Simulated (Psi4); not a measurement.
C₇H₁₂O₂ (SMILES C=CC(=O)OC(C)(C)C), singlet, at a GFN2-xTB geometry; REVPBE/6-31G* (Psi4).

Here is a job for Psi4.
```
memory 2 GB

molecule mol {
0 1
  C     3.458922   -0.310802    0.071132
  C     2.245508   -0.737188   -0.243785
  C     1.039918    0.056053    0.102347
  O     1.067109    1.116747    0.678664
  O    -0.053732   -0.578984   -0.317277
  C    -1.377096   -0.026427   -0.109645
  C    -1.505257    1.317351   -0.826628
  C    -1.658406    0.119266    1.385638
  C    -2.315288   -1.059791   -0.734226
  H     4.348399   -0.867631   -0.168851
  H     3.583445    0.627255    0.587771
  H     2.059860   -1.666739   -0.760049
  H    -2.526385    1.679013   -0.744299
  H    -0.835228    2.048298   -0.382462
  H    -1.254300    1.204511   -1.879366
  H    -1.515069   -0.835491    1.887499
  H    -2.684103    0.445178    1.533978
  H    -0.988171    0.851820    1.826835
  H    -2.085667   -1.182019   -1.789484
  H    -3.346750   -0.736508   -0.630553
  H    -2.192857   -2.020563   -0.241113
}

set basis 6-31g*
set reference rks

energy('revpbe')
print_variables()
```

Question: Write the output that Psi4 gives for this input, abridged.

Answer: 
```
   => Loading Basis Set <=

    Name: 6-31G*
    Role: ORBITAL
    Keyword: BASIS

         ---------------------------------------------------------
                                   SCF
               by Justin Turney, Rob Parrish, Andy Simmonett
                          and Daniel G. A. Smith
                              RKS Reference
         ---------------------------------------------------------

  ==> Geometry <==

    Molecular point group: c1
    Full point group: C1

    Geometry (in Angstrom), charge = 0, multiplicity = 1:

       Center              X                  Y                   Z               Mass
    ------------   -----------------  -----------------  -----------------  -----------------
         C            3.401354413462    -0.314288762156     0.065258432360    12.000000000000
         C            2.187940413462    -0.740674762156    -0.249658567640    12.000000000000
         C            0.982350413462     0.052566237844     0.096473432360    12.000000000000
         O            1.009541413462     1.113260237844     0.672790432360    15.994914619570
         O           -0.111299586538    -0.582470762156    -0.323150567640    15.994914619570
         C           -1.434663586538    -0.029913762156    -0.115518567640    12.000000000000
         C           -1.562824586538     1.313864237844    -0.832501567640    12.000000000000
         C           -1.715973586538     0.115779237844     1.379764432360    12.000000000000
         C           -2.372855586538    -1.063277762156    -0.740099567640    12.000000000000
         H            4.290831413462    -0.871117762156    -0.174724567640     1.007825032230
         H            3.525877413462     0.623768237844     0.581897432360     1.007825032230
         H            2.002292413462    -1.670225762156    -0.765922567640     1.007825032230
         H           -2.583952586538     1.675526237844    -0.750172567640     1.007825032230
         H           -0.892795586538     2.044811237844    -0.388335567640     1.007825032230
         H           -1.311867586538     1.201024237844    -1.885239567640     1.007825032230
         H           -1.572636586538    -0.838977762156     1.881625432360     1.007825032230
         H           -2.741670586538     0.441691237844     1.528104432360     1.007825032230
         H           -1.045738586538     0.848333237844     1.820961432360     1.007825032230
         H           -2.143234586538    -1.185505762156    -1.795357567640     1.007825032230
         H           -3.404317586538    -0.739994762156    -0.636426567640     1.007825032230
         H           -2.250424586538    -2.024049762156    -0.246986567640     1.007825032230

  Running in c1 symmetry.

  Rotational constants: A =      0.11079  B =      0.03271  C =      0.03030 [cm^-1]
  Rotational constants: A =   3321.26202  B =    980.76490  C =    908.39278 [MHz]
  Nuclear repulsion =  472.046052487199177

  Charge       = 0
  Multiplicity = 1
  Electrons    = 70
  Nalpha       = 35
  Nbeta        = 35

  ==> Algorithm <==

  SCF Algorithm Type is DF.
  DIIS enabled.
  MOM disabled.
  Fractional occupation disabled.
  Guess Type is SAD.
  Energy threshold   = 1.00e-06
  Density threshold  = 1.00e-06
  Integral threshold = 1.00e-12

  ==> Primary Basis <==

  Basis Set: 6-31G*
    Blend: 6-31G*
    Number of shells: 78
    Number of basis functions: 159
    Number of Cartesian functions: 159
    Spherical Harmonics?: false
    Max angular momentum: 2

  ==> DFT Potential <==

   => LibXC <=

    Version 7.1.2
    S. Lehtola, C. Steigemann, M. J. T. Oliveira, and M. A. L. Marques,  SoftwareX 7, 1–5 (2018) (10.1016/j.softx.2017.11.002)

   => Composite Functional: REVPBE <=

    revPBE GGA Exchange-Correlation Functional

    Y. Zhang and W. Yang, Phys. Rev. Lett. 80, 890, 1998

    Deriv               =              1
    GGA                 =           TRUE
    Meta                =          FALSE

    Exchange Hybrid     =          FALSE
    MP2 Hybrid          =          FALSE

   => Exchange Functionals <=

    1.0000   XC_GGA_X_PBE_R

   => Correlation Functionals <=

    1.0000     XC_GGA_C_PBE

   => LibXC Density Thresholds  <==

    XC_GGA_C_PBE:  1.00E-12
    XC_GGA_X_PBE_R:  1.00E-15

   => Molecular Quadrature <=

    Radial Scheme          =       TREUTLER
    Pruning Scheme         =           NONE
    Nuclear Scheme         =       TREUTLER

    Blocking Scheme        =         OCTREE
    BS radius alpha        =              1
    Pruning alpha          =              1
    Radial Points          =             75
    Spherical Points       =            302
    Total Points           =         438972
    Total Blocks           =           3233
    Max Points             =            256
    Max Functions          =            154
    Weights Tolerance      =       1.00E-15

   => Loading Basis Set <=

    Name: (6-31G* AUX)
    Role: JKFIT
    Keyword: DF_BASIS_SCF

  ==> Integral Setup <==

  SCF_SUBTYPE=INCORE selected. In-core MEM_DF algorithm will be used.
  Using in-core AOs.

  ==> MemDFJK: Density-Fitted J/K Matrices <==

    J tasked:                   Yes
    K tasked:                    No
    wK tasked:                   No
    Algorithm:                 Core
    Schwarz Cutoff:           1E-12
    Mask sparsity (%):       6.4317
    Fitting Condition:        1E-10

   => Auxiliary Basis Set <=

  Basis Set: (6-31G* AUX)
    Blend: CC-PVDZ-JKFIT
    Number of shells: 324
    Number of basis functions: 1029
    Number of Cartesian functions: 1029
    Spherical Harmonics?: false
    Max angular momentum: 3

  Minimum eigenvalue in the overlap matrix is 2.4921986303E-03.
  Reciprocal condition number of the overlap matrix is 3.3027031021E-04.
    Using symmetric orthogonalization.

  ==> Pre-Iterations <==

  SCF Guess: Superposition of Atomic Densities via on-the-fly atomic UHF (no occupation information).

   -------------------------
    Irrep   Nso     Nmo
   -------------------------
     A        159     159
   -------------------------
    Total     159     159
   -------------------------

  ==> Iterations <==

                           Total Energy        Delta E     RMS |[F,P]|

   @DF-RKS iter SAD:  -423.42825769503690   -4.23428e+02   0.00000e+00
   @DF-RKS iter   1:  -423.53809155417400   -1.09834e-01   7.71266e-03 ADIIS/DIIS
   @DF-RKS iter   2:  -422.81202622976917    7.26065e-01   1.06916e-02 ADIIS/DIIS
   @DF-RKS iter   3:  -424.16586018554614   -1.35383e+00   3.25208e-03 ADIIS/DIIS
   @DF-RKS iter   4:  -424.26414120580910   -9.82810e-02   1.09799e-03 ADIIS/DIIS
   @DF-RKS iter   5:  -424.27449444700767   -1.03532e-02   4.48621e-04 ADIIS/DIIS
   @DF-RKS iter   6:  -424.27666317290453   -2.16873e-03   1.02781e-04 ADIIS/DIIS
   @DF-RKS iter   7:  -424.27675329865042   -9.01257e-05   4.58247e-05 DIIS
   @DF-RKS iter   8:  -424.27677629549851   -2.29968e-05   1.70227e-05 DIIS
   @DF-RKS iter   9:  -424.27677982497562   -3.52948e-06   5.53941e-06 DIIS
   @DF-RKS iter  10:  -424.27678017498863   -3.50013e-07   1.62833e-06 DIIS
   @DF-RKS iter  11:  -424.27678020789494   -3.29063e-08   2.70142e-07 DIIS
  Energy and wave function converged.

  ==> Post-Iterations <==

   Electrons on quadrature grid:
      Ntotal   =   69.9998773791 ; deviation = -1.226e-04

    Orbital Energies [Eh]
    ---------------------

    Doubly Occupied:

[...]
    Virtual:

[...]
     159A      4.616043

    Final Occupation by Irrep:
              A
    DOCC [    35 ]
    NA   [    35 ]
    NB   [    35 ]

  @DF-RKS Final Energy:  -424.27678020789494

   => Energetics <=

    Nuclear Repulsion Energy =            472.0460524871991765
    One-Electron Energy =               -1511.7535564612246617
    Two-Electron Energy =                 674.9680517839663025
    DFT Exchange-Correlation Energy =     -59.5373280178357831
    Empirical Dispersion Energy =           0.0000000000000000
    VV10 Nonlocal Energy =                  0.0000000000000000
    Total Energy =                       -424.2767802078949444

Computation Completed

Properties will be evaluated at   0.000000,   0.000000,   0.000000 [a0]

Properties computed using the SCF density matrix

 Multipole Moments:

 ------------------------------------------------------------------------------------
     Multipole            Electronic (a.u.)      Nuclear  (a.u.)        Total (a.u.)
 ------------------------------------------------------------------------------------

 L = 1.  Multiply by 2.5417464519 to convert [e a0] to [Debye]
 Dipole X            :          7.3670428           -7.6150956           -0.2480528
 Dipole Y            :         -0.0226054           -0.4612318           -0.4838372
 Dipole Z            :          0.4977584           -0.7769604           -0.2792020
 Magnitude           :                                                    0.6112138

 ------------------------------------------------------------------------------------

  Variable Map:
  ----------------------------------------------------------------------------
[...]
  Array Variable Map:
  ----------------------------------------------------------------------------
[...]
[...]
```
